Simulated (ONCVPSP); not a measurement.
## Ranking ONCV potentials for copper

All share these settings but for the change named:

* Element: Cu (Z = 29)
* Generator: ONCVPSP 4.0.1
* Type: optimised norm-conserving Vanderbilt (ONCV)
* Functional: PBEsol
* Relativity: scalar-relativistic
* Frozen core: [Ne]
* Valence charge: 19
* Reference configuration: 3s2 3p6 3d9 (charge +2)
* Partial waves: 3s: rc 1.00 bohr, ncon 4, nbas 9, qcut 12.9 1/bohr, 2 projectors, debl 2.8 Ha; 3p: rc 0.85 bohr, ncon 4, nbas 8, qcut 15.3 1/bohr, 2 projectors, debl 3.3 Ha; 3d: rc 0.80 bohr, ncon 4, nbas 8, qcut 19.8 1/bohr, local
* Local potential: the d channel
* Core correction: polynomial model core, fcfact 0.7

In the s channel the program set the typed energies aside and used -5.143, 0.250 Ha. In the p channel the program set the typed energies aside and used -3.581, 0.250 Ha.

Cutoff: the first of the cutoffs (Ha) at which the residual kinetic energy of the hardest occupied pseudo-wave falls to 1 and 0.1 mHa per electron; the density cutoff is not measured.

The base gives 146 Ha.

Of 9 variants that were run, those that failed, showed a ghost or another fault, or gave nearly equal values are left out.

A variant can come out equal or close to the base.

Task: Rank these variants from softest to hardest (loose cutoff).
A. all radii but the core radius scaled by about 0.78 (s 0.78, p 0.66, d 0.62 bohr)
B. s: qcut 13.6
C. s: qcut 9.9; p: qcut 11.7; d: qcut 15.1

Result: C (114 Ha), B (146 Ha), A (179 Ha).
